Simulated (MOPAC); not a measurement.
MOPAC input (PM3):

```
PM3 FORCE THERMO(298,298) PRECISE LET GEO-OK AUX(PRECISION=9) THREADS=1
H2Be

Be    0.00000000 1    0.00000000 1    0.00000000 1
H    -0.00000000 1   -0.00000000 1    1.29539961 1
H     0.00000000 1   -0.00000000 1   -1.29539961 1
```

**Question.** Which zero-point energy does it print?

**Answer.** 7.74 kcal/mol, from the harmonic wavenumbers of PM3.
